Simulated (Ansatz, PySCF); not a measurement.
Isomers of CH3NO: 1 is NC=O, 2 is C(/O)=N\[H]; one conformer of each (the lowest of an xTB search), B3LYP-D3(BJ)/def2-TZVP minima.
Isomer 1 (charge 0, multiplicity 1, Z-matrix in Å and degrees):
```
C
O 1 1.2093
N 1 1.3564 2 124.95
H 3 1.0045 1 121.30 2 -179.99
H 3 1.0072 4 119.31 1 -179.97
H 1 1.1056 2 122.74 3 -180.00
```
Isomer 2 (charge 0, multiplicity 1, Z-matrix in Å and degrees):
```
C
N 1 1.2598
H 2 1.0152 1 111.77
O 1 1.3445 2 122.18 3 -179.99
H 4 0.9710 1 107.07 2 0.00
H 1 1.0904 2 127.56 3 0.00
```

No zero-point or thermal terms.

Frozen-core correlation. Rows in 3-21G carry no dispersion term and start afresh at each structure.

The values were computed with Ansatz (Gaussian basis) for Hartree–Fock, density functionals and correlated methods; PySCF for 3-21G rows, the dispersion terms. Values without a source in brackets are computed.

```csv
level,electronic energy of isomer 2 less that of isomer 1 (kJ/mol)
HF/cc-pVQZ,52.1
r2SCAN/def2-TZVPP,52.4
B3LYP/3-21G,82.0
B3LYP-D3(BJ)/def2-TZVPP,52.4
BHLYP-D3(BJ)/def2-TZVPP,51.9
BHLYP-D4/def2-TZVPP,51.9
CAM-B3LYP-D4/def2-TZVPP,51.9
MP2/cc-pVQZ,48.3
CCSD(T)/cc-pVQZ,___
```

Q: Some entries are withheld; supply them.

A: 
- CCSD(T)/cc-pVQZ, electronic energy of isomer 2 less that of isomer 1 (kJ/mol): 44.0

Ansatz is an electronic-structure program.
